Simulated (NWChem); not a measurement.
# C$_{2}$H$_{6}$N, doublet; SMILES C[N]C

Results from NWChem. Spin-unrestricted. Geometry: optimised at PBE0/def2-SVP, spin-unrestricted. No stability test was run on the SCF state. Level: M06-2X/def2-SVP with SMD (1 M gas to 1 M solution), gas-phase geometry. Reactions with the solvent are ignored.

For solvent dichloromethane:

```
Item                                         Result
-------------------------------------------  ------
solvation free energy (kcal/mol)               -4.1
cavity-dispersion-structure term (kcal/mol)    -0.5
```

Question: What are these values for solvent water?

Answer: 
| Property | Value |
|---|---|
| solvation free energy (kcal/mol) | -7.5 |
| cavity-dispersion-structure term (kcal/mol) | -3.4 |
